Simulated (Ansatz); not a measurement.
Job for Ansatz (a quantum-chemistry and plane-wave program): U-CCSD(T)/def2-SVP on CH3I (SMILES CI), a point of a bond scan (R = 1.725 Å). Elements past Kr take the def2 small-core potentials; no spin–orbit coupling. The run froze 10 orbitals, filled d shells among them.

Ansatz 0.2 input:
```yaml
crystal:
  periodic: [false, false, false]
  atoms:
    - {symbol: C, position_ang: [-1.82691210, -0.03626331, -0.04107960]}
    - {symbol: I, position_ang: [-0.10252849, -0.00203514, -0.00230544]}
    - {symbol: H, position_ang: [-2.12027408, -0.84393433, -0.70159404]}
    - {symbol: H, position_ang: [-2.17053472, -0.20812832, 0.97235959]}
    - {symbol: H, position_ang: [-2.16179137, 0.92398171, -0.41585748]}
basis:
  gaussian:
    orbitals: def2-SVP
correlation: {method: ccsd_t, electrons: outside_noble_gas}
scf: {omitted_lower_state_checks: [cluster_reference]}
magnetization: {spin_polarized: true, initial_magnetization: 0}
```

The head of its log:

```
WARN ansatz: RAYON_NUM_THREADS=1 ignored (pool sized by the plan → 1); use --threads N
Functional definition: HF
these checks for a lower state are left out or cut short: cluster_reference
integrals: 0.04 GiB planned
637 factors; integrals over basis functions are off by at most 1.2e-3 eV
mean field: 0.16 GiB planned
mean field evaluation 1: about -9145.7601 eV, gradient 1.1e1 eV
mean field evaluation 2: about -9145.8533 eV, gradient 1.1e1 eV
mean field evaluation 4: about -9146.5450 eV, gradient 1.2e0 eV
mean field evaluation 8: about -9146.5538 eV, gradient 1.4e-3 eV
mean field -9146.55380868 eV, -336.1296527120 hartree, gradient 1.9e-6 eV, S^2 0.000000; 0 other end points of the search recorded, 0 dependent functions left out
10 core orbitals not correlated
reference -9146.55380868 eV, -336.1296527120 hartree; 7, 7 occupied and 38, 38 virtual orbitals, 637 factors
```

**Question.** What total energy does the run end on?

**Answer.** -336.4104 hartree (reference determinant -336.1297, T1 diagnostic 0.007).
